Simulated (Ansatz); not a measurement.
Consider the ligand exchange at the Si–O bond: `[SiH3][O][SnH2][Cl]` + H–F → `F[SiH3]` + `[OH][SnH2][Cl]`.

Gas-phase electronic energies from Ansatz, PBE0-D4/def2-TZVP geometries. CBS: MP2 limit from def2 TZ/QZ plus the TZ coupled-cluster correction, frozen cores. This one scheme is used for every species. Elements past krypton have def2 core potentials. For Sn outer-core shells are correlated without core-valence functions, which leaves a few kJ/mol of doubt a bond. Each species was taken in one conformer, which may not be the lowest.

```tsv
species	HF/def2-SVP energy (Eh)
`[SiH3][O][SnH2][Cl]`	-1039.33932
H–F	-99.93236
`F[SiH3]`	-389.99159
`[OH][SnH2][Cl]`	-749.28837
```

Problem. Work out ΔE.

Solution. ΔE = (-389.99159) + (-749.28837) − (-1039.33932) − (-99.93236) = -0.00828 Eh = -5.2 kcal/mol. CCSD(T)/CBS gives -5.1 kcal/mol.

Largest T1 diagnostic among the species: 0.013.

Leaving LDA and LC-ωPBE aside and taking each functional with its dispersion term where it has one, the values, not all of them listed here, spread over 2.1 kcal/mol, from B2PLYP to BHLYP-D4. LDA lies +1.7 kcal/mol from PBE without D4. From BLYP to BHLYP (50 % exact exchange), in def2-TZVPP and without D4, ΔE moves by +2.2 kcal/mol. In def2-TZVPP, CCSD(T) changes the Hartree–Fock value by +2.0 kcal/mol (the triples alone add +0.3 kcal/mol) and MP2 by +2.4 kcal/mol.
